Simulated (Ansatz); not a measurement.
Cost and result up the ladder for Si(OMe)Me3 (C₄H₁₂OSi) (18 atoms). The state is a singlet with charge 0. Geometry: PBE-D4/def2-SVP.

```xyz
18

C     1.033    1.222   -1.806
C     1.338   -0.668    1.119
C    -1.056   -1.369   -0.715
C    -1.413    0.707    1.570
O     0.157    1.307   -0.707
Si   -0.229   -0.004    0.297
H     2.065    0.913   -1.511
H     1.109    2.221   -2.285
H     0.680    0.504   -2.584
H     1.854    0.131    1.690
H     2.055   -1.072    0.375
H     1.096   -1.489    1.826
H    -1.963   -0.987   -1.228
H    -1.365   -2.213   -0.064
H    -0.375   -1.780   -1.488
H    -2.315    1.125    1.079
H    -0.930    1.523    2.146
H    -1.742   -0.072    2.287
```

Ansatz on 4 threads of Arm Neoverse V2 on a shared host. Times are rough, and most runs start from the orbitals of an earlier one. ωB97M-V/def2-TZVP serves as the yardstick here, not as an exact answer. Differences are given only for rows in sets of like size (and for xTB, whose basis is part of the method), since another set adds its own error. Binding counts from free atoms at the same level (C triplet, O triplet, Si triplet, H doublet; other spins of the atoms weren't run), without zero-point energy or a counterpoise term.

Correlated methods freeze 10 core orbitals. The rows differ in basis, and correlated rows in double-zeta sets carry the largest basis error.

Correlated methods converge slowly with the basis, most of all in double-zeta sets.

| level | functions | binding energy per atom (eV) | difference from ωB97M-V/def2-TZVP (eV) |
| --- | --- | --- | --- |
| HF/STO-3G | 46 | 3.74 | – |
| CCSD(T)/def2-SVP | 148 | 3.81 | – |
| PBE0-D4/def2-TZVP | 264 | 3.99 | 0.00 |
| PBE-D4/def2-TZVP (with forces) | 264 | 4.04 | 0.04 |
| ωB97M-V/def2-TZVP | 264 | 4.00 | 0.00 |
| LDA (SPW92)/def2-TZVP | 264 | 4.50 | 0.50 |
| BLYP-D4/def2-TZVP | 264 | 3.97 | -0.03 |
| PBE0-D4/def2-SVP | 148 | 4.01 | – |
| MP2/def2-TZVP | 264 | 3.89 | -0.11 |
| r2SCAN-D4/def2-TZVP | 264 | 4.00 | 0.00 |
| PBE-D4/def2-SVP | 148 | 4.05 | – |

Task: Estimate how long each takes.

Result: HF/STO-3G 0.15 s; PBE-D4/def2-SVP 1.4 s; LDA (SPW92)/def2-TZVP 1.6 s; PBE0-D4/def2-SVP 1.9 s; BLYP-D4/def2-TZVP 2.8 s; PBE-D4/def2-TZVP (with forces) 3.4 s; MP2/def2-TZVP 3.9 s; PBE0-D4/def2-TZVP 4 s; r2SCAN-D4/def2-TZVP 5.5 s; ωB97M-V/def2-TZVP 12 s; CCSD(T)/def2-SVP 27 s. On shared hardware such times vary by a factor of up to 3.
